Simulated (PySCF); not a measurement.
# Where the electron goes

Compound: (CH3CH2)2CF2, C5H10F2.
Structure used (PBE0-D3(BJ)/def2-SVP), in Å, numbered top down from 1:
```
atom  x, y, z in Å
C1    -2.280   -0.350   -0.111
C2    -0.827   -0.573    0.270
C3    -0.026    0.713    0.315
F4    -0.632    1.579    1.180
F5    -0.083    1.310   -0.914
C6     1.428    0.589    0.724
C7     2.278   -0.248   -0.215
H8    -2.355    0.125   -1.099
H9    -2.826   -1.304   -0.147
H10   -2.780    0.305    0.617
H11   -0.748   -1.047    1.262
H12   -0.337   -1.250   -0.447
H13    1.812    1.621    0.777
H14    1.454    0.190    1.751
H15    2.200    0.126   -1.246
H16    1.978   -1.307   -0.214
H17    3.337   -0.207    0.079
```

Computed, not measured: TDDFT PBE0/def2-SVPD, vertical, gas phase, core orbitals frozen in the response (PySCF 2.14.0, density-fitted response routines).

Kohn–Sham orbitals with the atoms that hold most of them (Löwdin shares over 4%, at most four atoms; ? is withheld):

```tsv
orbital	ε (eV)	atoms
LUMO+2	1.53	H14 16%, C6 11%, H13 10%, H16 10%
LUMO+1	1.13	C1 20%, H9 10%, C7 10%, H17 8%
LUMO	?	?
HOMO	-9.09	?
HOMO-1	-9.79	C1 17%, C2 15%, C6 9%, C7 9%
HOMO-2	-10.03	C1 15%, C6 12%, C7 12%, C2 10%
HOMO-3	-10.24	C1 22%, C2 18%, C6 9%, H10 8%
```

Task: Give the leading atoms of the HOMO.

Result: C3 (bonded to 2 C and 2 F) 19%; C6 (bonded to 2 C and 2 H) 15%; C2 (bonded to 2 C and 2 H) 14%; F4 (bonded to C) 13%. By element: carbon 48% or more, fluorine 13% or more.

Task: Which atoms hold the LUMO, and with what shares?

Result: C7 (bonded to C and 3 H) 16%; C2 (bonded to 2 C and 2 H) 12%; C6 (bonded to 2 C and 2 H) 10%; H11 (bonded to C) 9%. By element: carbon 37% or more, hydrogen 9% or more.

Task: What is the LUMO energy, and the HOMO–LUMO gap?

Result: ε(LUMO) = 0.64 eV; the gap is 9.74 eV (0.3579 hartree).

Task: The HOMO–LUMO gap is 9.74 eV. Where does the response calculation put the lowest singlet, and from which orbitals?

Result: S1 is at 8.62 eV (f = 0.0029), 1.12 eV below the gap, made of HOMO→LUMO (98%). 

Task: Give energy, strength and leading configuration of S1, S2, S3 and S4, and follow the Löwdin shares of the leading atoms from the occupied to the empty orbital.

Result: 
- S1 (8.62 eV, f 0.0029), HOMO→LUMO (98%): C3 19% → at most 9%, C6 15% → 10%, C7 at most 13% → 16%, C2 14% → 12%
- S2 (9.15 eV, f 0.0097), HOMO→LUMO+1 (95%): C3 19% → at most 9%, C6 15% → at most 9%, C1 at most 13% → 20%, H9 at most 13% → 10%
- S3 (9.24 eV, f 0.0042), HOMO-1→LUMO (91%): C1 17% → at most 9%, C2 15% → 12%, C7 9% → 16%
- S4 (9.46 eV, f 0.0002), HOMO-2→LUMO (73%): C1 15% → at most 9%, C6 12% → 10%, C7 12% → 16%, C2 10% → 12%

Löwdin shares depend on the basis, the more so with diffuse functions.

One conformer stands for the species.
